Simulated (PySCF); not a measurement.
Species: C4H9NSSi2.
Atom-mapped SMILES: `[CH3:1][S:2][SiH2:3]/[CH:4]=[C:5](\[SiH3:6])[C:7]#[N:8]` (hydrogens: H9, H10, H11 on C1; H12, H13 on Si3; H14 on C4; H15, H16, H17 on Si6)

All values: B3LYP/def2-SVPD (PySCF, non-relativistic), on one gas-phase PBE0-D3(BJ)/def2-SVP geometry that isn't relaxed in the solvent. The solvent is an IEF-PCM continuum (Bondi radii, 1.10 Å for H, scaled by 1.2). Specific hydrogen bonds and non-electrostatic terms are outside this model.

Gas phase at B3LYP/def2-SVPD: HOMO -7.04 eV, LUMO -2.50 eV, dipole 5.17 D.

Problem. What does the continuum do to the energy, the frontier levels and the dipole at B3LYP/def2-SVPD in chloroform?

Solution. 
```tsv
solvent	ε	E(solvent) − E(gas) (kJ/mol)	polarisation term (kJ/mol)	distortion of the solute (kJ/mol)	HOMO (eV)	LUMO (eV)	dipole (D)
chloroform	4.711	-20.71	-24.17	3.46	-6.88	-2.40	6.43
```

The first energy column is the sum of the next two and covers electrostatics alone.

Problem. Which radius a makes the point-dipole formula ΔE = −[(ε − 1)/(2ε + 1)]·μ²/a³ give the value in chloroform, with the gas-phase dipole?

Solution. μ = 2.036 au and |ΔE| = 0.00789 Eh give a = 3.03 Å; the farthest nucleus lies 4.79 Å from the centroid of the nuclei, so such a sphere wouldn't even hold the nuclei. The formula assumes a rigid point dipole at the centre of a sphere.

Problem. How does the static polarisability (B3LYP/def2-SVPD, frozen core, with the continuum's full static response) change?

Solution. 
```json
{"medium": "gas", "isotropic (au)": "135.1", "principal values (au)": "93.7, 124.7, 187.0", "⟨r²⟩ of the electrons (bohr²)": "2564.5"}
{"medium": "chloroform", "isotropic (au)": "168.8", "principal values (au)": "120.0, 158.8, 227.5", "⟨r²⟩ of the electrons (bohr²)": "2566.7"}
```

The isotropic value in chloroform is 1.25 times the gas-phase one; no cavity-field correction is applied. ⟨r²⟩ is taken about the centre of nuclear charge.

Shape of the structure used: `[CH3:1][S:2][SiH2:3]/[CH:4]=[C:5](\[SiH3:6])[C:7]#[N:8]`: C1–S2–Si3–C4 178°, S2–Si3–C4–C5 178°.
